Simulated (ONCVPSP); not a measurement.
## Ranking ONCV potentials for selenium (Se)

All share these settings but for the change named:

```
Element                 : Se (Z = 34)
Generator               : ONCVPSP 4.0.1
Type                    : optimised norm-conserving Vanderbilt (ONCV)
Functional              : PBE
Relativity              : scalar-relativistic
Frozen core             : [Ne]
Valence charge          : 24
Reference configuration : 3s2 3p6 3d10 4s1.5 4p4.5
Partial waves           : 3s+4s: rc 0.85 bohr, ncon 4, nbas 8, qcut 12.7 1/bohr, 2 projectors; 3p+4p: rc 1.05 bohr, ncon 4, nbas 8, qcut 12.6 1/bohr, 3 projectors, debl 3.7 Ha; 3d: rc 1.20 bohr, ncon 4, nbas 9, qcut 14.6 1/bohr, 3 projectors, debl 3.5 Ha
Local potential         : polynomial inside 0.75 bohr (lpopt 5, dvloc0 0 Ha)
Core correction         : Teter function fitted to the true core (icmod 2), fcfact 0.55
```

Test errors are all-electron minus pseudo excitation energies from the reference, over 3s2 3p6 3d10 4s2 4p4; 3s2 3p6 3d10 4s2 4p3; 3s2 3p6 3d10 4s2 4p2; 3s2 3p5 3d10 4s2 4p4. None of these files shows a bound ghost.

The base gives 219.6 meV.

Of 7 variants that were run, those that failed, showed a ghost or another fault, or gave nearly equal values are left out.

A variant can come out equal or close to the base, since the largest error may sit in a test that the change hardly touches while other tests move.

Problem. Rank these variants by their largest absolute test error, smallest first.
A. all radii but the core radius scaled by about 1.32 (s 1.12, p 1.38, d 1.58 bohr); local potential polynomial inside 1.00 bohr (lpopt 5, dvloc0 0 Ha)
B. all radii but the core radius scaled by about 0.79 (s 0.68, p 0.82, d 0.94 bohr); local potential polynomial inside 0.60 bohr (lpopt 5, dvloc0 0 Ha)
C. all radii but the core radius scaled by about 1.15 (s 0.98, p 1.20, d 1.38 bohr); local potential polynomial inside 0.86 bohr (lpopt 5, dvloc0 0 Ha)
D. all radii but the core radius scaled by about 1.25 (s 1.06, p 1.32, d 1.50 bohr); local potential polynomial inside 0.94 bohr (lpopt 5, dvloc0 0 Ha)
E. all radii but the core radius scaled by about 0.95 (s 0.80, p 1.00, d 1.14 bohr); local potential polynomial inside 0.70 bohr (lpopt 5, dvloc0 0 Ha)

Solution. A (82.5 meV), D (116.2 meV), B (162.7 meV), C (186.9 meV), E (228.6 meV).
